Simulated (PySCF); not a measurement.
A geometry optimisation, step by step.

C2H8N2Si.
Numbering: `[CH2:1]=[CH:2][SiH:3]([NH2:4])[NH2:5]` (hydrogens: H6, H7 on C1; H8 on C2; H9 on Si3; H10, H11 on N4; H12, H13 on N5)

Computed by this run: PBE0-D3(BJ)/def2-SVP geometry optimisation, gas phase (PySCF 2.14.0); density fitting, grid level 1; the optimiser is geomeTRIC in internal coordinates, started from a GFN2-xTB structure with every atom displaced at random (about 0.01 Å). 8 of its 11 geometries are shown. The frame can shift and turn from step to step; on so coarse a grid that alone can change the energy by a few meV, and forces under 0.02 eV/Å are noise.

Step 0: E = -13047.2658 eV, largest atomic force 2.372 eV/Å
```
atom  x, y, z in Å  |  force x, y, z in eV/Å
C1      1.965   -0.858    0.252   -1.214   1.515  -0.967
C2      1.296    0.109   -0.418    0.250  -0.260   0.035
Si3    -0.595    0.319   -0.515    1.306   0.049   0.859
N4     -1.232   -1.107    0.164   -2.251  -0.107   0.739
N5     -1.272    1.575    0.444   -0.126   0.485   0.703
H6      1.408   -1.590    0.790   -0.446  -0.895   0.626
H7      3.032   -0.898    0.284    0.982  -0.093   0.038
H8      1.909    0.859   -0.950   -0.057  -0.088   0.040
H9     -0.946    0.681   -1.868   -0.165   0.218  -1.094
H10    -0.992   -1.995   -0.219    0.391  -0.802  -0.336
H11    -2.267   -1.109    0.339    1.372   0.074  -0.178
H12    -1.256    1.457    1.461    0.079  -0.030  -0.376
H13    -1.043    2.541    0.225   -0.121  -0.065  -0.089
```

Step 1: E = -13047.3754 eV, largest atomic force 0.365 eV/Å
```
atom  x, y, z in Å  |  force x, y, z in eV/Å
C1      1.924   -0.853    0.383    0.111  -0.037   0.047
C2      1.324    0.102   -0.337   -0.143  -0.051   0.079
Si3    -0.537    0.309   -0.479    0.205   0.122  -0.202
N4     -1.321   -1.119    0.137   -0.040   0.077  -0.355
N5     -1.269    1.597    0.420    0.053   0.039   0.032
H6      1.345   -1.595    0.950    0.059   0.053  -0.036
H7      3.019   -0.930    0.446   -0.122  -0.052   0.027
H8      1.966    0.816   -0.873   -0.024  -0.007   0.002
H9     -0.797    0.640   -1.929    0.004   0.016   0.120
H10    -1.010   -2.012   -0.238    0.097   0.035   0.050
H11    -2.311   -1.030   -0.084   -0.159  -0.180   0.269
H12    -1.256    1.498    1.431    0.016   0.019   0.009
H13    -1.072    2.559    0.163   -0.057  -0.035  -0.041
```

Step 3: E = -13047.4394 eV, largest atomic force 0.211 eV/Å
```
atom  x, y, z in Å  |  force x, y, z in eV/Å
C1      1.875   -0.877    0.387    0.002   0.020   0.024
C2      1.309    0.096   -0.339    0.035  -0.005  -0.013
Si3    -0.538    0.349   -0.519   -0.120  -0.106   0.138
N4     -1.264   -1.114    0.075    0.032   0.049  -0.144
N5     -1.267    1.621    0.407    0.043  -0.052   0.040
H6      1.275   -1.607    0.942   -0.058   0.008  -0.014
H7      2.961   -0.988    0.475    0.044   0.012  -0.008
H8      1.978    0.799   -0.854    0.021  -0.006  -0.018
H9     -0.804    0.727   -1.945    0.039   0.032  -0.026
H10    -0.894   -1.993   -0.272    0.011  -0.004   0.025
H11    -2.278   -1.153    0.089   -0.029   0.019   0.039
H12    -1.220    1.537    1.418    0.027   0.034  -0.005
H13    -1.130    2.585    0.125   -0.047  -0.001  -0.038
```

Step 4: E = -13047.4453 eV, largest atomic force 0.090 eV/Å
```
atom  x, y, z in Å  |  force x, y, z in eV/Å
C1      1.856   -0.875    0.389   -0.032  -0.016   0.045
C2      1.314    0.100   -0.350    0.021   0.050  -0.046
Si3    -0.537    0.353   -0.522   -0.047   0.006   0.065
N4     -1.245   -1.119    0.056    0.031  -0.024  -0.081
N5     -1.262    1.618    0.413    0.029  -0.051   0.049
H6      1.217   -1.581    0.932    0.038  -0.031   0.026
H7      2.939   -1.012    0.498    0.003   0.013  -0.013
H8      1.993    0.794   -0.866   -0.004  -0.018  -0.005
H9     -0.804    0.750   -1.943    0.017   0.018  -0.025
H10    -0.861   -1.994   -0.286   -0.010  -0.021   0.019
H11    -2.254   -1.184    0.132   -0.028   0.049   0.002
H12    -1.186    1.552    1.424    0.021   0.035  -0.002
H13    -1.166    2.580    0.110   -0.040  -0.009  -0.033
```

Step 6: E = -13047.4561 eV, largest atomic force 0.100 eV/Å
```
atom  x, y, z in Å  |  force x, y, z in eV/Å
C1      1.865   -0.868    0.412   -0.009   0.014  -0.014
C2      1.311    0.081   -0.354   -0.001  -0.015   0.036
Si3    -0.540    0.348   -0.519    0.037   0.056  -0.065
N4     -1.266   -1.130   -0.002    0.028  -0.090   0.033
N5     -1.248    1.603    0.438    0.013  -0.013   0.047
H6      1.246   -1.568    0.985    0.005   0.003   0.000
H7      2.951   -0.988    0.506   -0.013  -0.007   0.006
H8      1.989    0.757   -0.894   -0.011   0.006  -0.014
H9     -0.790    0.797   -1.930   -0.009   0.002   0.013
H10    -0.892   -2.014   -0.327   -0.020   0.002   0.009
H11    -2.266   -1.182    0.147   -0.006   0.035  -0.028
H12    -1.105    1.595    1.443    0.006   0.012  -0.006
H13    -1.252    2.552    0.082   -0.019  -0.005  -0.016
```

Step 7: E = -13047.4579 eV, largest atomic force 0.080 eV/Å
```
atom  x, y, z in Å  |  force x, y, z in eV/Å
C1      1.864   -0.862    0.418    0.028   0.015  -0.017
C2      1.314    0.080   -0.358   -0.021  -0.027   0.039
Si3    -0.536    0.345   -0.518    0.013   0.042  -0.067
N4     -1.265   -1.137   -0.014    0.017  -0.035   0.050
N5     -1.239    1.594    0.450    0.005   0.004   0.020
H6      1.244   -1.555    1.000   -0.009   0.009  -0.010
H7      2.950   -0.985    0.513    0.003  -0.007   0.008
H8      1.990    0.750   -0.909    0.000  -0.007   0.001
H9     -0.792    0.808   -1.924   -0.012   0.000   0.013
H10    -0.902   -2.026   -0.336   -0.012   0.003  -0.009
H11    -2.266   -1.172    0.139   -0.001   0.005  -0.020
H12    -1.071    1.606    1.450    0.004   0.002  -0.003
H13    -1.287    2.535    0.078   -0.012  -0.004  -0.005
```

Step 9: E = -13047.4588 eV, largest atomic force 0.038 eV/Å
```
atom  x, y, z in Å  |  force x, y, z in eV/Å
C1      1.866   -0.860    0.419    0.003  -0.005   0.002
C2      1.317    0.081   -0.359   -0.005   0.000  -0.007
Si3    -0.533    0.345   -0.519   -0.016  -0.008   0.000
N4     -1.259   -1.140   -0.011    0.002   0.022   0.031
N5     -1.236    1.590    0.456    0.011   0.001  -0.008
H6      1.242   -1.550    0.999   -0.003   0.002   0.002
H7      2.951   -0.985    0.518    0.004   0.002  -0.003
H8      1.992    0.748   -0.914    0.006   0.000   0.009
H9     -0.804    0.809   -1.921    0.003   0.001  -0.003
H10    -0.906   -2.030   -0.341    0.001   0.000  -0.019
H11    -2.263   -1.165    0.128   -0.002  -0.013  -0.005
H12    -1.052    1.612    1.454    0.002   0.000   0.001
H13    -1.310    2.527    0.078   -0.006  -0.002   0.002
```

Step 10: E = -13047.4590 eV, largest atomic force under 0.02 eV/Å
```
atom  x, y, z in Å  |  force x, y, z in eV/Å
C1      1.864   -0.860    0.418    0.012  -0.004   0.006
C2      1.316    0.083   -0.360   -0.009   0.000  -0.005
Si3    -0.534    0.345   -0.518   -0.013  -0.003   0.010
N4     -1.255   -1.141   -0.006   -0.003   0.012   0.015
N5     -1.235    1.590    0.457    0.010  -0.001  -0.004
H6      1.239   -1.549    0.998   -0.003   0.002  -0.004
H7      2.949   -0.986    0.517    0.003   0.003  -0.002
H8      1.993    0.750   -0.912    0.002  -0.003   0.005
H9     -0.809    0.807   -1.920    0.004   0.000  -0.006
H10    -0.902   -2.028   -0.346    0.003  -0.001  -0.014
H11    -2.260   -1.169    0.128   -0.002  -0.006  -0.001
H12    -1.048    1.614    1.454    0.000   0.002   0.000
H13    -1.315    2.527    0.079   -0.005  -0.002   0.000
```

Problem. Summarise the path.

Solution. The energy falls by 0.1932 eV from step 0 to step 10; nine tenths of that is first reached at step 4. It falls at every step. The largest force goes from 2.372 to under 0.02 eV/Å. Among the bonds Si3–H9 changes most, from 1.443 to 1.501 Å; the atoms move by 0.156 Å rms after alignment.

Problem. Follow the three bonds and two angles with the largest change from start to end.

Solution. 
| step | E above end (eV) | largest force (eV/Å) | Si3–H9 (Å) | N4–H11 (Å) | C1–H6 (Å) | H10–N4–H11 (°) | C1–C2–Si3 (°) |
| --- | --- | --- | --- | --- | --- | --- | --- |
| 0 | 0.1932 | 2.372 | 1.443 | 1.051 | 1.066 | 107.5 | 126.5 |
| 1 | 0.0836 | 0.365 | 1.509 | 1.018 | 1.099 | 107.1 | 124.3 |
| 2 | 0.0412 | 0.312 | 1.503 | 1.020 | 1.096 | 108.4 | 123.8 |
| 3 | 0.0196 | 0.211 | 1.500 | 1.015 | 1.096 | 109.7 | 124.5 |
| 4 | 0.0137 | 0.090 | 1.500 | 1.014 | 1.096 | 110.3 | 123.3 |
| 5 | 0.0077 | 0.088 | 1.501 | 1.014 | 1.096 | 110.9 | 123.7 |
| 6 | 0.0029 | 0.100 | 1.502 | 1.013 | 1.096 | 111.5 | 124.0 |
| 7 | 0.0011 | 0.080 | 1.502 | 1.013 | 1.096 | 111.8 | 123.6 |
| 8 | 0.0006 | 0.047 | 1.502 | 1.014 | 1.096 | 111.8 | 124.0 |
| 9 | 0.0002 | 0.038 | 1.502 | 1.014 | 1.096 | 111.6 | 123.6 |
| 10 | 0.0000 | under 0.02 | 1.501 | 1.014 | 1.096 | 111.4 | 123.4 |

The cost below is that of the whole optimisation. On an Intel Xeon Platinum 8488C with one thread, no GPU (shared host), this took 39 s and 0.48 GiB of memory at its peak.
